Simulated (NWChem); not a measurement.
Species: SbHCl$_{2}$; SMILES [SbH]([Cl])[Cl]

All runs: NWChem. Geometry: optimised at PBE-D3(BJ)/def2-SVP. def2 effective core potentials on Sb; no spin-orbit coupling.

Q: Taking TPSS/def2-TZVPP as the yardstick, which of these has the fewest basis functions while keeping “highest occupied level (eV)” within 0.05 eV of it: TPSS/def2-SVP; TPSS/def2-SVPD; TPSS/def2-TZVP?

A: TPSS/def2-TZVP.
```csv
level,basis functions,highest occupied level (eV)
TPSS/def2-SVP,67,-6.85
TPSS/def2-SVPD,94,-7.14
TPSS/def2-TZVP,130,-7.04
TPSS/def2-TZVPP,148,-7.04
```

The yardstick is one finite set, not the basis-set limit.
